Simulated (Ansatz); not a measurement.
Ge₂Se₃⁻, relaxed as a doublet with UKS r2SCAN-D4/def2-SVPD in Ansatz, starting from the GFN2-xTB geometry. Force threshold 0.02 eV/Å.

The relaxation made no stability test and no search for a lower SCF solution. The structure comes from a short search, and lower isomers may exist.

Start:

```xyz
5

Ge   -0.367    1.915    0.151
Ge    0.519   -1.702   -0.062
Se    0.635    2.126   -1.877
Se    0.780    0.193    1.584
Se   -1.567   -2.531    0.203
```

```csv
step,energy (eV),largest force component (eV/Å),SCF passes
1,-309052.3305,0.606,25
2,-309052.4329,0.229,32
3,-309052.4671,0.222,26
4,-309052.5192,0.307,30
5,-309052.6246,0.467,31
6,-309052.8344,0.677,31
7,-309053.0543,0.597,31
8,-309053.1159,0.720,30
9,-309053.1361,0.498,30
10,-309053.2569,0.359,30
11,-309053.3018,0.554,29
12,-309053.3405,0.268,30
13,-309053.3508,0.135,28
14,-309053.3535,0.042,25
15,-309053.3537,0.021,24
16,-309053.3538,0.002,23
```

Force components are those of the run's own axes.

End:

Cartesian coordinates in Å:
```
Ge 0.420 2.245 0.398
Ge 0.328 -1.007 -0.256
Se -0.023 1.050 -1.612
Se 0.495 0.343 1.828
Se -1.219 -2.632 -0.357
```

Bonds formed: Ge2–Se3 (atoms count from 1). The end is the same structure that another start reached.

No frequencies were taken in this run, so the end may be a saddle point.

Run time 2.8 min (4 threads of Arm Neoverse V1 on a shared host).
